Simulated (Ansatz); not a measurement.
Steps of a relaxation of `CO[SiH](F)OC` with RKS PBE0-D4/def2-TZVP.

```sh
$ ansatz run in.yaml --threads 2 --pin off --events-out ev --progress --plain --max-ram 20480MiB --backend cuda --devices 0, --max-vram 18GiB
```

```yaml
crystal:
  periodic: [false, false, false]
  atoms:
    - {symbol: C, position_ang: [1.218160, -0.849610, -2.150670]}
    - {symbol: O, position_ang: [0.596840, -0.850430, -0.899550]}
    - {symbol: Si, position_ang: [-0.189970, 0.346730, -0.184890]}
    - {symbol: F, position_ang: [0.760530, 1.647480, -0.044570]}
    - {symbol: O, position_ang: [-0.477510, -0.294690, 1.253870]}
    - {symbol: C, position_ang: [-1.062690, 0.313660, 2.367100]}
    - {symbol: H, position_ang: [0.473140, -0.794580, -2.947860]}
    - {symbol: H, position_ang: [1.899080, -0.001930, -2.249400]}
    - {symbol: H, position_ang: [1.779360, -1.779350, -2.244860]}
    - {symbol: H, position_ang: [-1.344120, 0.865480, -0.896540]}
    - {symbol: H, position_ang: [-0.956540, -0.366240, 3.212510]}
    - {symbol: H, position_ang: [-2.123360, 0.502270, 2.186200]}
    - {symbol: H, position_ang: [-0.572930, 1.261220, 2.598670]}
basis:
  gaussian: {orbitals: def2-TZVP}
hamiltonian: {xc: pbe0, dispersion: d4}
relax: {f_tol: 0.005, max_steps: 150}
```

Positions (Å) and forces (eV/Å) along the path, 11 of 13 steps:

```xyz
13
step=1 energy=-16871.8480 eV
C     1.218   -0.850   -2.151    0.017    0.051   -0.200
O     0.597   -0.850   -0.900    0.016   -0.256   -0.092
Si   -0.190    0.347   -0.185    0.934    0.604    0.318
F     0.761    1.647   -0.045   -0.319   -0.466   -0.044
O    -0.478   -0.295    1.254   -0.112   -0.186    0.152
C    -1.063    0.314    2.367   -0.133    0.111    0.093
H     0.473   -0.795   -2.948    0.022   -0.054   -0.155
H     1.899   -0.002   -2.249    0.131    0.013   -0.069
H     1.779   -1.779   -2.245    0.038    0.014   -0.093
H    -1.344    0.865   -0.897   -0.463    0.018   -0.232
H    -0.957   -0.366    3.213   -0.046    0.057    0.072
H    -2.123    0.502    2.186   -0.118    0.018    0.116
H    -0.573    1.261    2.599    0.032    0.075    0.133
13
step=2 energy=-16871.8934 eV
C     1.224   -0.846   -2.177    0.033    0.035   -0.098
O     0.612   -0.863   -0.912    0.064   -0.129   -0.171
Si   -0.170    0.329   -0.170    0.443    0.429    0.117
F     0.771    1.629   -0.035   -0.212   -0.344   -0.021
O    -0.480   -0.298    1.277   -0.120   -0.035    0.183
C    -1.078    0.328    2.383   -0.047    0.070    0.060
H     0.481   -0.789   -2.978   -0.017   -0.002   -0.014
H     1.914   -0.003   -2.278    0.023    0.010    0.000
H     1.788   -1.772   -2.292    0.004   -0.007   -0.008
H    -1.350    0.829   -0.889   -0.161   -0.044   -0.067
H    -0.987   -0.340    3.240   -0.005   -0.002    0.010
H    -2.140    0.522    2.205   -0.022    0.002   -0.005
H    -0.584    1.274    2.625    0.017    0.017    0.014
13
step=3 energy=-16871.9106 eV
C     1.229   -0.835   -2.201   -0.006    0.027   -0.010
O     0.635   -0.885   -0.924    0.032   -0.007    0.002
Si   -0.144    0.298   -0.149   -0.076    0.010   -0.037
F     0.784    1.592   -0.019   -0.002   -0.045    0.009
O    -0.481   -0.309    1.308    0.019   -0.001    0.024
C    -1.092    0.348    2.395   -0.005    0.029   -0.009
H     0.472   -0.761   -2.989    0.013    0.008    0.025
H     1.918    0.011   -2.291   -0.016   -0.014    0.006
H     1.792   -1.758   -2.347   -0.022    0.023    0.008
H    -1.351    0.762   -0.872    0.044   -0.025    0.028
H    -1.026   -0.307    3.266   -0.003    0.014   -0.030
H    -2.149    0.553    2.193    0.030    0.000   -0.007
H    -0.587    1.291    2.631   -0.009   -0.020   -0.009
13
step=4 energy=-16871.9127 eV
C     1.229   -0.827   -2.196    0.004    0.012   -0.017
O     0.632   -0.903   -0.922   -0.002    0.016    0.058
Si   -0.150    0.279   -0.148   -0.053   -0.005   -0.030
F     0.773    1.576   -0.023    0.005   -0.042    0.014
O    -0.484   -0.325    1.312    0.040   -0.007   -0.019
C    -1.087    0.354    2.390   -0.007    0.020    0.004
H     0.474   -0.736   -2.983   -0.010    0.013   -0.015
H     1.919    0.018   -2.266    0.007    0.026   -0.005
H     1.791   -1.746   -2.360    0.000   -0.023   -0.002
H    -1.358    0.740   -0.869    0.025   -0.026    0.016
H    -1.033   -0.291    3.267   -0.006   -0.013    0.003
H    -2.139    0.571    2.183   -0.005    0.012   -0.006
H    -0.568    1.290    2.616    0.002    0.017   -0.002
13
step=6 energy=-16871.9171 eV
C     1.227   -0.812   -2.197   -0.004    0.001   -0.005
O     0.695   -0.912   -0.894    0.010   -0.012   -0.003
Si   -0.131    0.245   -0.129    0.004    0.017   -0.002
F     0.744    1.577   -0.036    0.001    0.006   -0.001
O    -0.428   -0.333    1.349    0.001   -0.007    0.014
C    -1.086    0.367    2.383   -0.006    0.001   -0.002
H     0.436   -0.666   -2.941    0.001    0.005    0.001
H     1.942    0.012   -2.273   -0.001   -0.001    0.002
H     1.745   -1.745   -2.423   -0.004   -0.002    0.004
H    -1.362    0.640   -0.847   -0.006   -0.008   -0.001
H    -1.116   -0.279    3.261    0.000   -0.005   -0.003
H    -2.114    0.620    2.103    0.002    0.005   -0.002
H    -0.553    1.287    2.643    0.001   -0.001   -0.001
13
step=7 energy=-16871.9175 eV
C     1.227   -0.806   -2.196   -0.022   -0.021   -0.027
O     0.744   -0.909   -0.872    0.000    0.045   -0.021
Si   -0.116    0.234   -0.119    0.000   -0.001    0.004
F     0.708    1.602   -0.059   -0.036   -0.071    0.001
O    -0.384   -0.329    1.373   -0.005    0.044   -0.013
C    -1.083    0.372    2.380   -0.044   -0.009    0.018
H     0.412   -0.614   -2.907    0.068   -0.011    0.047
H     1.970   -0.007   -2.283   -0.023   -0.024   -0.008
H     1.700   -1.755   -2.459   -0.037    0.057    0.025
H    -1.370    0.565   -0.833    0.034   -0.005    0.018
H    -1.180   -0.286    3.247    0.009    0.046   -0.077
H    -2.089    0.659    2.046    0.088   -0.018    0.037
H    -0.539    1.274    2.683   -0.032   -0.032   -0.004
13
step=8 energy=-16871.9182 eV
C     1.228   -0.807   -2.196   -0.018   -0.024   -0.001
O     0.737   -0.907   -0.876    0.008    0.022   -0.026
Si   -0.121    0.235   -0.122    0.003    0.001    0.001
F     0.709    1.598   -0.057   -0.009   -0.015   -0.001
O    -0.391   -0.328    1.369   -0.010    0.031    0.009
C    -1.083    0.372    2.382   -0.022   -0.024    0.003
H     0.420   -0.620   -2.913    0.020   -0.003    0.019
H     1.969   -0.006   -2.284   -0.003   -0.007    0.006
H     1.704   -1.755   -2.451   -0.012    0.024    0.007
H    -1.371    0.575   -0.836    0.009   -0.006    0.006
H    -1.171   -0.287    3.247    0.004    0.018   -0.027
H    -2.091    0.656    2.057    0.029   -0.007    0.007
H    -0.541    1.275    2.681    0.001   -0.012   -0.005
13
step=9 energy=-16871.9186 eV
C     1.230   -0.808   -2.196   -0.002    0.000    0.001
O     0.744   -0.899   -0.874    0.001    0.001   -0.003
Si   -0.123    0.239   -0.123   -0.001    0.001    0.000
F     0.694    1.609   -0.067   -0.002    0.001   -0.001
O    -0.384   -0.320    1.369   -0.001    0.002    0.002
C    -1.081    0.371    2.383   -0.001   -0.001   -0.002
H     0.422   -0.612   -2.909    0.000    0.001    0.002
H     1.981   -0.017   -2.287    0.002   -0.001   -0.001
H     1.693   -1.762   -2.451    0.000   -0.001    0.001
H    -1.377    0.562   -0.837    0.001   -0.002    0.001
H    -1.180   -0.297    3.240    0.000   -0.001   -0.001
H    -2.084    0.664    2.054    0.002    0.000   -0.001
H    -0.537    1.267    2.696    0.001    0.000    0.002
13
step=11 energy=-16871.9188 eV
C     1.235   -0.807   -2.194    0.001    0.005   -0.004
O     0.768   -0.884   -0.865   -0.001   -0.004    0.002
Si   -0.123    0.240   -0.124    0.000    0.006   -0.002
F     0.657    1.633   -0.090   -0.003   -0.007    0.000
O    -0.361   -0.306    1.377    0.000   -0.005   -0.001
C    -1.077    0.372    2.386   -0.001    0.007    0.001
H     0.423   -0.581   -2.895    0.003   -0.002    0.004
H     2.010   -0.042   -2.294    0.000   -0.001   -0.002
H     1.661   -1.775   -2.459   -0.003    0.004    0.002
H    -1.389    0.521   -0.834    0.002    0.000    0.001
H    -1.211   -0.312    3.224    0.001    0.002   -0.006
H    -2.066    0.691    2.036    0.005   -0.003    0.001
H    -0.527    1.251    2.733   -0.002    0.000    0.002
13
step=12 energy=-16871.9189 eV
C     1.234   -0.806   -2.194   -0.001   -0.001    0.000
O     0.768   -0.886   -0.865    0.000    0.001    0.001
Si   -0.123    0.239   -0.123    0.001    0.003   -0.001
F     0.659    1.631   -0.089   -0.003   -0.005    0.000
O    -0.362   -0.308    1.377    0.001    0.000   -0.001
C    -1.077    0.373    2.385   -0.002    0.000    0.000
H     0.422   -0.581   -2.894    0.002    0.000    0.001
H     2.008   -0.040   -2.294   -0.001    0.000   -0.001
H     1.662   -1.774   -2.460    0.000    0.002    0.000
H    -1.389    0.521   -0.834    0.002    0.000    0.001
H    -1.211   -0.311    3.224    0.000    0.002   -0.001
H    -2.066    0.690    2.035    0.002    0.000    0.001
H    -0.527    1.252    2.731   -0.002   -0.001    0.000
13
step=13 energy=-16871.9189 eV
C     1.234   -0.806   -2.194    0.000    0.000    0.000
O     0.769   -0.887   -0.864    0.001    0.000    0.000
Si   -0.122    0.238   -0.123   -0.001    0.000    0.000
F     0.659    1.630   -0.089    0.000    0.000    0.000
O    -0.361   -0.308    1.378    0.000    0.000    0.000
C    -1.077    0.373    2.385    0.000    0.000    0.000
H     0.422   -0.581   -2.894    0.000    0.000    0.000
H     2.008   -0.040   -2.294    0.000    0.000    0.000
H     1.661   -1.773   -2.461    0.000    0.000    0.000
H    -1.388    0.520   -0.833    0.000    0.000    0.000
H    -1.211   -0.310    3.224    0.000    0.000    0.000
H    -2.065    0.690    2.034    0.000    0.000    0.000
H    -0.527    1.253    2.731    0.000    0.000    0.000
```

Hardware: 2 threads of an AMD EPYC 7R13 on a shared host and a share of an NVIDIA H100 80 GB. Wall time 19 s, peak host memory 0.85 GiB.
